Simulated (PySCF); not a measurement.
**Ta+: excitation energy**

Ta+ [Xe] 4f14 5d3 6s1 (5F) → Ta+ [Xe] 4f14 5d2 6s1 6p1 (high-spin determinant), as a difference of total energies. Calculation: PySCF 2.14, in aug-cc-pwCVDZ-PP with ECP60MDF; scalar relativity through the core potential. Correlated levels: valence and next inner shell: nothing frozen outside the core potential. The calculations carry no spin-orbit coupling.

| method | excitation energy (eV) |
| --- | --- |
| UHF | 4.003 |
| MP2 (valence and next inner shell) | 4.456 |
| SCS-MP2 (valence and next inner shell) | 4.296 |
| CCSD (valence and next inner shell) | 4.350 |
| CCSD(T) (valence and next inner shell) | 4.340 |

How much does correlation contribute at CCSD(T) (valence and next inner shell)?

4.340 − (4.003) = 0.337 eV, measured against UHF.

The determinant of the upper state mixes LS terms, which raises its energy above the lowest term, most at the Hartree-Fock and MP2 levels.
